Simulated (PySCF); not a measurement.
Electron correlation in Ar+ (argon, charge +1)

[Ne] 3s2 3p5, 2P determinant. All numbers are calculated (PySCF 2.14, the spin-free X2C one-electron Hamiltonian (Gaussian nucleus), in x2c-SVPall (4s3p1d, 18 functions)). Frozen: [Ne]; 7 electrons correlated.

MP2 pair energies summed by pair of shells (mhartree):

```tsv
pair	energy	share (%)
3p-3p	-78.46	68.7
3s-3p	-29.07	25.4
3s-3s	-6.71	5.9
```

Total MP2 correlation energy: -114.24 mhartree.

Same-spin part -28.81 and opposite-spin part -85.43 mhartree; SCS-MP2 scales them by 1/3 and 6/5 to -112.12 mhartree.

```
  level  correlation energy (mhartree)
   CCSD                        -130.69
    (T)                          -0.88
CCSD(T)                        -131.57
```

Diagnostics: T1 = 0.0043, D1 = 0.0158, largest double amplitude 0.050.

Problem. Is a single reference adequate?

Solution. Yes: T1 lies below 0.03 and no double amplitude reaches 0.07.
